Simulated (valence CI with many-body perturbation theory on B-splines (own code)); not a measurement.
I²⁰⁺: electric-dipole lines

Method: configuration interaction combined with many-body perturbation theory (CI+MBPT): five valence electrons over a frozen Dirac-Fock core [Ar] 3d10, radial functions for each j: 9 s, 9 p, 8 d, 6 f, 3 g, 1 h, with the one-electron correlation potential Σ1, the two-electron term Σ2, the three-electron term Σ3, Breit, model QED; selected CI, second order for the rest (own B-spline code, finite nucleus).

No measured spectrum was set against this ion. As an estimate, levels hold to about 250 cm⁻¹ or 0.2 % of their energy and the worst to 1 %, as in measured heavy ions of charge 2 to 7; those with d or f electrons hold less well. Among the levels kept, up to 300 cm⁻¹ of a level comes from second order outside the variational space, and about a tenth of that is noise between levels of different J, which matters for small intervals.

Lines 51 to 100 of 178 in falling wavelength, among levels below 1157600 cm⁻¹, chosen from the strongest by gf and those to the six lowest levels. Wavelengths and rates use the calculated energies, so an error of 1000 cm⁻¹ moves a line at 21.04 nm by 0.21 % and its rate by three times that or more. Electric multipoles are in the length gauge, E1 and E2 with the static RPA response of the core. Weak lines are less certain than strong ones. Lines between different terms over intervals too small for the method are left out, as are lines whose strength nearly cancels. The highest levels of a list are the least certain.

Levels are named by their leading jj configuration (3d3/2^4 stands for four electrons in 3d with j = 3/2), which in mixed levels can hold well under half, so a name can repeat and another be missing. Letters in brackets count levels of one name in rising energy.

| λ vac (nm) | Upper | Lower | A (s⁻¹) | S (a.u.) |
| --- | --- | --- | --- | --- |
| 21.04 | (4s 4p1/2^2 4p3/2 4d3/2) J=3/2 [a] | (4s 4p1/2 4p3/2^3) J=5/2 | 3.58e+08 | 6.58e-03 |
| 20.81 | (4s 4p1/2^2 4p3/2^2) J=5/2 | (4s^2 4p1/2^2 4p3/2) J=3/2 | 4.92e+09 | 1.31e-01 |
| 20.58 | (4s 4p1/2 4p3/2^3) J=3/2 [a] | (4s^2 4p1/2 4p3/2^2) J=5/2 | 1.11e+09 | 1.92e-02 |
| 20.32 | (4s 4p1/2^2 4p3/2 4d3/2) J=3/2 [b] | (4s^2 4p1/2^2 4d3/2) J=3/2 | 8.88e+09 | 1.47e-01 |
| 19.94 | (4s^2 4p1/2 4p3/2 4d3/2) J=5/2 | (4s^2 4p3/2^3) J=3/2 | 2.88e+07 | 6.77e-04 |
| 19.82 | (4s 4p1/2^2 4p3/2 4d3/2) J=3/2 [a] | (4s 4p1/2 4p3/2^3) J=3/2 [a] | 4.43e+08 | 6.81e-03 |
| 19.67 | (4s^2 4p1/2 4p3/2 4d3/2) J=1/2 [a] | (4s^2 4p3/2^3) J=3/2 | 8.49e+08 | 6.38e-03 |
| 19.61 | (4s 4p1/2 4p3/2^3) J=3/2 [a] | (4s^2 4p1/2 4p3/2^2) J=3/2 | 1.75e+10 | 2.61e-01 |
| 19.50 | (4s^2 4p1/2^2 4d3/2) J=3/2 | (4s^2 4p1/2 4p3/2^2) J=1/2 | 1.16e+09 | 1.69e-02 |
| 19.40 | (4s 4p1/2 4p3/2^3) J=5/2 | (4s^2 4p1/2 4p3/2^2) J=5/2 | 1.40e+10 | 3.04e-01 |
| 19.22 | (4s^2 4p1/2 4p3/2 4d3/2) J=3/2 [a] | (4s^2 4p3/2^3) J=3/2 | 1.28e+09 | 1.80e-02 |
| 19.07 | (4s 4p1/2 4p3/2^3) J=1/2 | (4s^2 4p1/2 4p3/2^2) J=1/2 | 1.71e+10 | 1.17e-01 |
| 18.92 | (4p1/2^2 4p3/2^3) J=3/2 | (4s 4p1/2^2 4p3/2^2) J=1/2 | 8.62e+08 | 1.15e-02 |
| 18.73 | (4p1/2^2 4p3/2^3) J=3/2 | (4s 4p1/2^2 4p3/2^2) J=3/2 | 8.02e+09 | 1.04e-01 |
| 18.61 | (4s 4p1/2^2 4p3/2^2) J=3/2 | (4s^2 4p1/2^2 4p3/2) J=3/2 | 2.13e+10 | 2.70e-01 |
| 18.58 | (4s 4p1/2 4p3/2^3) J=3/2 [b] | (4s^2 4p1/2 4p3/2^2) J=1/2 | 3.63e+09 | 4.59e-02 |
| 18.54 | (4s 4p1/2 4p3/2^3) J=5/2 | (4s^2 4p1/2 4p3/2^2) J=3/2 | 2.82e+08 | 5.33e-03 |
| 18.42 | (4s 4p1/2^2 4p3/2^2) J=1/2 | (4s^2 4p1/2^2 4p3/2) J=3/2 | 1.81e+10 | 1.12e-01 |
| 18.35 | (4s^2 4p1/2^2 4d3/2) J=3/2 | (4s^2 4p1/2 4p3/2^2) J=5/2 | 1.23e+09 | 1.50e-02 |
| 18.14 | (4s 4p3/2^4) J=1/2 | (4s^2 4p3/2^3) J=3/2 | 4.11e+10 | 2.42e-01 |
| 18.00 | (4s^2 4p1/2 4p3/2 4d5/2) J=5/2 [a] | (4s^2 4p3/2^3) J=3/2 | 6.72e+08 | 1.16e-02 |
| 17.65 | (4s^2 4p1/2 4p3/2 4d5/2) J=3/2 [a] | (4s^2 4p3/2^3) J=3/2 | 1.18e+09 | 1.28e-02 |
| 17.62 | (4s 4p1/2^2 4p3/2 4d3/2) J=3/2 [a] | (4s 4p1/2^2 4p3/2^2) J=1/2 | 7.59e+08 | 8.19e-03 |
| 17.57 | (4s^2 4p1/2^2 4d3/2) J=3/2 | (4s^2 4p1/2 4p3/2^2) J=3/2 | 3.16e+09 | 3.38e-02 |
| 17.54 | (4s 4p1/2^2 4p3/2 4d3/2) J=1/2 | (4s 4p1/2^2 4p3/2^2) J=3/2 | 1.59e+09 | 8.47e-03 |
| 17.53 | (4s 4p1/2 4p3/2^3) J=3/2 [b] | (4s^2 4p1/2 4p3/2^2) J=5/2 | 4.20e+10 | 4.47e-01 |
| 17.24 | (4s^2 4p1/2^2 4d5/2) J=5/2 | (4s^2 4p1/2 4p3/2^2) J=5/2 | 6.99e+08 | 1.06e-02 |
| 17.23 | (4s 4p1/2 4p3/2^3) J=1/2 | (4s^2 4p1/2 4p3/2^2) J=3/2 | 3.22e+10 | 1.63e-01 |
| 16.93 | (4p1/2^2 4p3/2^3) J=3/2 | (4s 4p1/2^2 4p3/2^2) J=5/2 | 4.92e+09 | 4.71e-02 |
| 16.84 | (4s^2 4p1/2 4p3/2 4d5/2) J=5/2 [b] | (4s^2 4p3/2^3) J=3/2 | 1.23e+08 | 1.74e-03 |
| 16.83 | (4s 4p1/2 4p3/2^3) J=3/2 [b] | (4s^2 4p1/2 4p3/2^2) J=3/2 | 1.44e+09 | 1.35e-02 |
| 16.65 | (4s^2 4p1/2 4p3/2 4d3/2) J=3/2 [b] | (4s^2 4p3/2^3) J=3/2 | 1.31e+09 | 1.19e-02 |
| 16.61 | (4s^2 4p1/2 4p3/2 4d3/2) J=1/2 [b] | (4s^2 4p3/2^3) J=3/2 | 1.74e+09 | 7.87e-03 |
| 16.56 | (4s^2 4p1/2^2 4d5/2) J=5/2 | (4s^2 4p1/2 4p3/2^2) J=3/2 | 8.30e+07 | 1.12e-03 |
| 16.53 | (4s^2 4p1/2 4p3/2 4d3/2) J=1/2 [a] | (4s^2 4p1/2 4p3/2^2) J=1/2 | 3.33e+09 | 1.48e-02 |
| 16.51 | (4s 4p1/2 4p3/2^3) J=3/2 [a] | (4s^2 4p1/2^2 4p3/2) J=3/2 | 1.70e+09 | 1.51e-02 |
| 16.21 | (4s^2 4p1/2 4p3/2 4d3/2) J=3/2 [a] | (4s^2 4p1/2 4p3/2^2) J=1/2 | 3.24e+09 | 2.73e-02 |
| 16.15 | (4s 4p1/2^2 4p3/2 4d3/2) J=3/2 [b] | (4s 4p1/2^2 4p3/2^2) J=3/2 | 5.83e+08 | 4.84e-03 |
| 15.99 | (4s^2 4p1/2 4p3/2 4d5/2) J=3/2 [b] | (4s^2 4p3/2^3) J=3/2 | 4.69e+08 | 3.78e-03 |
| 15.91 | (4s 4p1/2^2 4p3/2 4d3/2) J=5/2 | (4s 4p1/2^2 4p3/2^2) J=5/2 | 3.08e+09 | 3.67e-02 |
| 15.88 | (4s 4p1/2^2 4p3/2 4d3/2) J=3/2 [a] | (4s 4p1/2^2 4p3/2^2) J=5/2 | 5.29e+09 | 4.19e-02 |
| 15.87 | (4s^2 4p1/2 4p3/2 4d3/2) J=5/2 | (4s^2 4p1/2 4p3/2^2) J=5/2 | 1.10e+09 | 1.30e-02 |
| 15.81 | (4s 4p1/2^2 4p3/2 4d3/2) J=7/2 | (4s 4p1/2^2 4p3/2^2) J=5/2 | 9.34e+08 | 1.46e-02 |
| 15.75 | (4s 4p1/2 4p3/2^3) J=5/2 | (4s^2 4p1/2^2 4p3/2) J=3/2 | 2.60e+08 | 3.01e-03 |
| 15.62 | (4s^2 4p1/2 4p3/2 4d5/2) J=5/2 [c] | (4s^2 4p3/2^3) J=3/2 | 1.41e+09 | 1.59e-02 |
| 15.49 | (4s^2 4p1/2 4p3/2 4d3/2) J=7/2 | (4s^2 4p1/2 4p3/2^2) J=5/2 | 7.67e+08 | 1.12e-02 |
| 15.44 | (4s 4p3/2^4) J=1/2 | (4s^2 4p1/2 4p3/2^2) J=1/2 | 7.17e+07 | 2.60e-04 |
| 15.41 | (4s^2 4p1/2 4p3/2 4d3/2) J=3/2 [a] | (4s^2 4p1/2 4p3/2^2) J=5/2 | 3.33e+10 | 2.41e-01 |
| 15.40 | (4s^2 4p1/2 4p3/2 4d5/2) J=1/2 | (4s^2 4p3/2^3) J=3/2 | 1.62e+10 | 5.85e-02 |
| 15.33 | (4s^2 4p1/2 4p3/2 4d5/2) J=7/2 [a] | (4s^2 4p1/2 4p3/2^2) J=5/2 | 1.75e+07 | 2.49e-04 |
